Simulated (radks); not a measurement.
Valence configurations of the iridium ion Ir+ (all share [Xe]). Method: scalar-relativistic Kohn-Sham, r2SCAN, spin-polarised, spherical densities, finite nucleus; open shells are filled with parallel spins first (spin-orbit coupling, left out, can overturn this in heavy ions); meta-GGA in the generalised Kohn-Sham scheme; Fermi nuclear charge, rms radius 5.4032 fm; computed with a radial shooting solver on a logarithmic mesh with Libxc functionals. Energies are relative to 4f14 5d7 6s1; eigenvalues in eV for spin up.

| valence | E (eV) | moment (Bohr magnetons) | e(4f) | e(5d) | e(6p) | e(6s) |
|---|---|---|---|---|---|---|
| 4f14 5d7 6s1 | 0.000 | 4 | -71.253 | -16.664 | - | -14.698 |
| 4f13 5d7 6s2 | 64.585 | 4 | -86.477 | -20.472 | - | -15.617 |
| 4f13 5d8 6s1 | 61.302 | 4 | -82.747 | -17.714 | - | -14.730 |
| 4f13 5d7 6s1 6p1 | 69.892 | 6 | -87.933 | -21.984 | -9.484 | -17.431 |
| 4f13.5 5d7 6s0.5 6p1 | 37.090 | 5 | -80.302 | -19.988 | -8.950 | -16.418 |
| 4f14 5d6 6s2 | 1.878 | 4 | -74.761 | -19.246 | - | -15.546 |
| 4f14 5d8 | 0.578 | 2 | -68.081 | -14.008 | - | - |
| 4f14 5d7 6p1 | 7.100 | 4 | -72.902 | -18.063 | -8.387 | - |
| 4f13.5 5d6 6s2 6p0.5 | 36.740 | 5 | -83.230 | -22.037 | -8.923 | -16.940 |
| 4f13 5d7 6p2 | 77.757 | 6 | -89.531 | -23.336 | -10.276 | - |

NIST lists [Xe] 4f14 5d7 6s1 as the ground configuration; this level of theory agrees among the configurations tried. The energies are those of spherical high-spin densities, not of single terms.
